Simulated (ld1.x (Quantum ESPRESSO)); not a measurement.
**Au (Z = 79), ultrasoft: configuration errors across variants**

Au (Z = 79), ultrasoft, made with ld1.x (Quantum ESPRESSO) 7.5 (PBE, scalar-relativistic). Core [Xe] 4f14, reference 5d10 6s1 6p0. Waves: 6s (bound): rcut 2.00, rcutus 2.80 bohr; 6s channel at 0.9 Ry: rcut 2.00, rcutus 2.80 bohr; 6p (bound, empty): rcut 3.25, rcutus 4.25 bohr; 6p channel at 0.75 Ry: rcut 3.25, rcutus 4.25 bohr; 5d (bound): rcut 1.45, rcutus 1.60 bohr; 5d channel at 3.75 Ry: rcut 1.45, rcutus 1.60 bohr. Local part: all-electron potential smoothed inside 4.05 bohr (lloc = -1). Core correction: none. Augmentation charge: PSQ, radius 1.40 bohr.

All-electron excitation energies from the reference (eV): (1) 5d10 6s0 6p0 9.409; (2) 5d9 6s0 6p0 30.617; (3) 5d8 6s0 6p0 64.494; (4) 5d10 6s0.5 6p0 3.773; (5) 5d9 6s1 6p0 12.124; (6) 5d9 6s1 6p1 7.497; (7) 5d9 6s2 6p0 1.693.

The overlap operator is not positive definite (basis up to 400 Ry) in “base”, “wave 6p channel at 0.75 Ry: rcut 3.25, rcutus 4.25 bohr becomes 6p channel at -0.12 Ry: rcut 3.25, rcutus 4.25 bohr”, “waves 5d (bound): rcut 1.45, rcutus 1.70 bohr; 5d channel at 3.75 Ry: rcut 1.45, rcutus 1.70 bohr”, “augmentation built from norm-conserving waves at rcut, not smoothed further”, “core correction a·sin(br)/r model core inside 1.02 bohr”, “waves 6p (bound): rcut 3.25, rcutus 3.98 bohr; 6p channel at 0.75 Ry: rcut 3.25, rcutus 3.98 bohr”. Such files are unfit for use, however small their errors in these radial tests.

5 further variants failed, have other tests or another functional or relativity, and are left out.

Errors AE − PS in meV (a dash: test not solved or not reliable):

| change | (1) | (2) | (3) | (4) | (5) | (6) | (7) | bound ghosts |
| --- | --- | --- | --- | --- | --- | --- | --- | --- |
| base | +21 | +7.2 | -79 | +3.4 | +0.3 | +7.9 | +44 | not determined (overlap not positive) |
| wave 6p channel at 0.75 Ry: rcut 3.25, rcutus 4.25 bohr becomes 6p channel at -0.12 Ry: rcut 3.25, rcutus 4.25 bohr | +21 | +7.2 | -79 | +3.4 | +0.3 | -430 | +44 | not determined (overlap not positive) |
| waves 5d (bound): rcut 1.45, rcutus 1.70 bohr; 5d channel at 3.75 Ry: rcut 1.45, rcutus 1.70 bohr | +24 | +4.5 | -78 | +4.0 | +3.5 | +11 | +53 | not determined (overlap not positive) |
| augmentation built from norm-conserving waves at rcut, not smoothed further | -4.9 | -242 | -964 | – | – | – | – | not determined (overlap not positive) |
| core correction a·sin(br)/r model core inside 1.02 bohr | -15 | -66 | -254 | -3.7 | -14 | -8.1 | -0.7 | not determined (overlap not positive) |
| waves 6p (bound): rcut 3.25, rcutus 3.98 bohr; 6p channel at 0.75 Ry: rcut 3.25, rcutus 3.98 bohr | +21 | +7.2 | -79 | +3.4 | +0.3 | +20 | +44 | not determined (overlap not positive) |

(1) Give the same row for: local potential all-electron potential smoothed inside 2.94 bohr (lloc = -1).

Results:

(1) +23, +25, -45, +3.8, -8.0, -4.6, +17; bound ghosts: none.
